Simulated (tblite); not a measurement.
Write Cartesian coordinates for `[C]#C[SiH](N)N` [radical] as optimised with GFN2-xTB. (Doublet state.)

```xyz
10
C2H5N2Si angstrom
C     -0.8151    2.8850    0.3748
C     -0.4780    1.7334    0.4302
Si     0.0650   -0.0672    0.4832
N     -1.0976   -1.1319   -0.2084
N      1.5146   -0.3059   -0.4113
H      0.2681   -0.4368    1.8807
H     -1.2400   -1.1417   -1.2052
H     -1.9766   -1.2514    0.2655
H      1.4754   -0.5898   -1.3756
H      2.2932    0.3111   -0.2563
```

Any rigid rotation of these coordinates is as good. Atoms count from 1 in this order. N4 (nitrogen bonded to Si and 2 H) has angles 120.0°, 118.3° and 110.0°, sum 348.2°, 0.24 Å off the plane of its three neighbours. Si3 (silicon bonded to C, 2 N and H) is distorted tetrahedral (angles from 105.9° to 112.7°).

Bonds between heavy atoms (Å): C1≡C2 1.201, C2–Si3 1.881, Si3–N4 1.721, Si3–N5 1.720.

The geometry is computed with GFN2-xTB (gas phase). This method treats the open shell by occupation alone, without spin polarisation.

Point group: near Cs, missed by 0.29 Å at most; the miss may be what the optimiser left on a soft mode. Its GFN2-xTB frequencies are all real (lowest 90 cm⁻¹). Torsions: C2–Si3–N4–H 72° and -68°, C2–Si3–N5–H -94° and 49°.

One conformer stands for the species.
